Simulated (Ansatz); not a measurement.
Start from `CC(C)[NH][Hf]([OH])([OH])[OH]` and change one atom or group to get `CC(C)[NH][Hf]([OH])([OH])[NH]C(C)C`.

Ansatz, PBE0-D4/def2-TZVP geometries, multiplicity 1. Each molecule was computed in one conformer, which needn't be the lowest.

Elements past krypton have def2 core potentials.

```csv
property,`CC(C)[NH][Hf]([OH])([OH])[OH]`
HOMO–LUMO gap (PBE0/def2-TZVPP) / eV,6.50
HOMO–LUMO gap (PBE/def2-TZVPP) / eV,4.46
HOMO–LUMO gap (ωB97M-V/def2-TZVPP) / eV,9.95
LUMO energy (PBE/def2-TZVPP) / eV,-0.59
HOMO–LUMO gap (B3LYP/def2-TZVPP) / eV,5.97
LUMO energy (B3LYP/def2-TZVPP) / eV,-0.17
```

Question: Give the same properties after the change, and the shifts. (Best estimate.)

Answer: The calculation gave: 
```json
{"property": "HOMO–LUMO gap (PBE0/def2-TZVPP) / eV", "`CC(C)[NH][Hf]([OH])([OH])[NH]C(C)C`": "6.14", "shift": "-0.36"}
{"property": "HOMO–LUMO gap (PBE/def2-TZVPP) / eV", "`CC(C)[NH][Hf]([OH])([OH])[NH]C(C)C`": "4.14", "shift": "-0.32"}
{"property": "HOMO–LUMO gap (ωB97M-V/def2-TZVPP) / eV", "`CC(C)[NH][Hf]([OH])([OH])[NH]C(C)C`": "9.53", "shift": "-0.42"}
{"property": "LUMO energy (PBE/def2-TZVPP) / eV", "`CC(C)[NH][Hf]([OH])([OH])[NH]C(C)C`": "-0.55", "shift": "0.04"}
{"property": "HOMO–LUMO gap (B3LYP/def2-TZVPP) / eV", "`CC(C)[NH][Hf]([OH])([OH])[NH]C(C)C`": "5.63", "shift": "-0.34"}
{"property": "LUMO energy (B3LYP/def2-TZVPP) / eV", "`CC(C)[NH][Hf]([OH])([OH])[NH]C(C)C`": "-0.12", "shift": "0.05"}
```

B3LYP here is the variant with VWN-RPA as its local correlation; programs differ in this.

Positive LUMOs are unbound, so they and the gaps depend on the basis.
